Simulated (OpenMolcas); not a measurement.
**Levels of Pb I by method**

```
Program             : OpenMolcas 26.06
Basis               : ANO-RCC-VQZP [9s8p6d4f3g]
Scalar Hamiltonian  : DKH2, point nucleus
Active space        : 4 electrons in 4 orbitals (6s 6p)
State averaging     : 2S+1 = 3 even, 3 roots; 2S+1 = 1 even, 6 roots; 2S+1 = 5 odd, 1 root; 2S+1 = 3 odd, 5 roots (0 in the spin-orbit step)
Spin-orbit coupling : RASSI with atomic mean-field integrals over the reference wave functions, term energies averaged over their components
```

Methods on the same reference wave functions:
A. CASSCF
B. SS-CASPT2, IPEA 0.25 Eh, imaginary shift 0.1 Eh (closed shells correlated: 5d)

Energies in cm⁻¹ above 6s² 6p² ³P₀, the measured ground level; measured values from NIST Handbook of Basic Atomic Spectroscopic Data.

```csv
Level,A,B,Measured
6s² 6p² ³P₀,0.0,0.0,0.0
6s² 6p² ³P₁,6654,6830,7819
6s² 6p² ³P₂ [59 %],10277,9560,10650
6s² 6p² ¹D₂ [59 %],20329,18830,21458
6s² 6p² ¹S₀,28564,27480,29467
```

Deviations, from unrounded energies. A percentage is the sum of absolute deviations over the sum of measured energies, with the sign that they share, or ± where signs differ.

```csv
Against measurement,Levels,A,B
mean absolute deviation (cm-1),4,890,1700
fine structure of the ground term (%),2,-8.3,-11.2
other terms of the ground configuration (%),2,-4.0,-9.1
```

A lies closest to measurement on these levels. The largest miss of A in the table is 6s² 6p² ³P₁, by -1200 cm-1. The ranking rests on the paired levels alone, and a cruder setting can come out closer through cancelling errors.

From A to B the spin-free energies of the other terms of 6s² 6p² shown, above ³P, scale by factors of 0.66 to 0.91.

The lowest spin-free term lies below A's lowest term by 0.470 hartree in B.

CASPT2 does not keep the components of a term degenerate, so their means are used; among the terms shown or strongly mixed into the levels shown the widest spread is 330 cm-1 (6s² 6p² ¹D, B). Some high roots are left out of the spin-orbit mixing, which shifts the levels that they would mix with. Spin-orbit splittings of 6p shells tend to come out small when the coupling is added on scalar orbitals. Measured partners are found by configuration, term and J. A level has none where our copy of the source lacks it or the pairing is in doubt (some pairs that miss far off the trend of their configuration count as doubtful), and it then counts in no deviation. Where the source uses jj or jK labels, the order within each J decides. Only configurations of the active space appear. Levels that lie high or do not pair safely by name in every column are left out.

A share in square brackets marks a mixed level and gives the weight of the term that names it, the lowest over the columns.
